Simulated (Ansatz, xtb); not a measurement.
## A geometry optimisation of FGaHOSi with r2SCAN-D4/def2-SVP

The starting geometry of this gas-phase doublet was built from a drawn formula by distance geometry; its bonds are those of `O=[SiH][Ga][F]`.

```yaml
atoms:
  - { symbol: F, position_ang: [0.4366, -1.8647, -1.0166] }
  - { symbol: Ga, position_ang: [-0.6146, -1.1417, -2.2903] }
  - { symbol: O, position_ang: [0.6345, 0.0480, -5.0784] }
  - { symbol: Si, position_ang: [-0.0592, 0.7186, -3.8932] }
  - { symbol: H, position_ang: [0.4135, 2.0258, -3.4811] }
```

**Question.** Where would you expect an optimisation with r2SCAN-D4/def2-SVP to take it?

**Answer.** It keeps its bonds, and is `O=[SiH][Ga][F]`.

The energy falls by 0.42 eV over 12 steps:

```json
{"step": "1", "E − E(last) (eV)": "0.423"}
{"step": "2", "E − E(last) (eV)": "0.180"}
{"step": "3", "E − E(last) (eV)": "0.132"}
{"step": "5", "E − E(last) (eV)": "0.029"}
{"step": "6", "E − E(last) (eV)": "0.017"}
{"step": "7", "E − E(last) (eV)": "0.008"}
{"step": "8", "E − E(last) (eV)": "0.003"}
{"step": "10", "E − E(last) (eV)": "0.000"}
{"step": "11", "E − E(last) (eV)": "0.000"}
{"step": "12", "E − E(last) (eV)": "0.000"}
```

Final geometry (Å):

```xyz
5

F     0.3604   -2.0196   -1.1162
Ga   -0.6128   -0.9310   -2.0993
O     0.5558    0.0334   -5.2185
Si    0.3959    0.6208   -3.7948
H     0.1116    2.0824   -3.5307
```

From the same start GFN2-xTB ends elsewhere, differing in Ga2–Si4 (3.20 against 2.51 Å here).

No frequencies were run, so the end isn't proven a minimum. Open shells are spin-unrestricted. Run with Ansatz 0.2.0, 110 s on 1 thread of Intel(R) Xeon(R) Platinum 8259CL CPU @ 2.50GHz (Skylake/Cascade Lake), with other jobs on the host.
